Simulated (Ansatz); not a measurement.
Reaction (redistribution): `N#C[Si](Cl)(Cl)C#N` + `[F][GaH][F]` → `N#C[Si](F)(Cl)Cl` + `N#[C][GaH][F]`

Calculated with Ansatz (gas phase, PBE0-D4/def2-TZVP geometries, no zero-point term in ΔE). CCSD(T)/CBS adds triple-zeta CCSD(T) − MP2 to the extrapolated MP2 energy (def2 sets, frozen cores). DFT in def2-TZVPP. For Ga outer-core shells are correlated without core-valence functions, which leaves a few kJ/mol of doubt a bond. Scalar relativity is left out up to krypton.

| species | BLYP energy (Eh) |
| --- | --- |
| `N#C[Si](Cl)(Cl)C#N` | -1395.76099 |
| `[F][GaH][F]` | -2125.37061 |
| `N#C[Si](F)(Cl)Cl` | -1402.84671 |
| `N#[C][GaH][F]` | -2118.30892 |

Question: Work out ΔE.

Answer: ΔE = (-1402.84671) + (-2118.30892) − (-1395.76099) − (-2125.37061) = -0.02403 Eh = -63.1 kJ/mol. CCSD(T)/CBS gives -73.3 kJ/mol.

Question: What do rigid-rotor, harmonic-oscillator terms from PBE0-D4/def2-TZVP frequencies (298.15 K, 1 bar) make of the CCSD(T)/CBS value? (An estimate is asked.)

Answer: Ansatz gave: ΔZPE = +0.8 kJ/mol, ΔH = -72.7 kJ/mol, ΔS = 11 J/(mol·K), ΔG = -76.1 kJ/mol.

Largest T1 diagnostic among the species: 0.015.

From BLYP to BHLYP (50 % exact exchange), in def2-TZVPP and without D4, ΔE moves by −13.7 kJ/mol. In def2-TZVPP, CCSD(T) changes the Hartree–Fock value by +11.9 kJ/mol (the triples alone add +3.0 kJ/mol) and MP2 by +16.9 kJ/mol. At CCSD(T), def2-SVP lies +24.3 kJ/mol from the extrapolated value and def2-TZVPP +1.4 kJ/mol.
